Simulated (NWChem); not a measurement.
Molecule: BH₃; SMILES B

All runs: NWChem. The highest occupied level is degenerate, so the cation is one component of its state. Geometry: optimised at PBE-D3(BJ)/def2-SVP. Ions are spin-unrestricted doublets at the neutral geometry. Hybrids' shares of exact exchange are those that their runs print; pure functionals count as 0. The functionals differ in more than this share.

```csv
row,share of exact exchange,ΔSCF ionisation energy minus −ε(HOMO) (eV)
PBE/def2-SVPD,0.00,4.38
r2SCAN/def2-SVPD,0.00,4.10
B3LYP/def2-SVPD,0.20,3.40
PBE0/def2-SVPD,0.25,withheld
M06-2X/def2-SVPD,0.54,1.91
```

Question: Fit a straight line of the last column on the one before it, predict the withheld value, and compare with the run.

Answer: 
1. Means of the 4 shown rows: x = 0.185, y = 3.448. Slope Σ(x − x̄)(y − ȳ)/Σ(x − x̄)² = -0.8397/0.1947 = -4.313; intercept 4.245.
2. The shown rows scatter about the line by 0.099 (root mean square); the largest residual is -0.15, at r2SCAN/def2-SVPD.
3. At x = 0.25 (PBE0/def2-SVPD; inside the shown range) the line gives 3.17.
4. The run gives 3.12, -0.05 from the line, 0.5 times the scatter. The line crosses zero at a share of 0.98, outside the shown range.
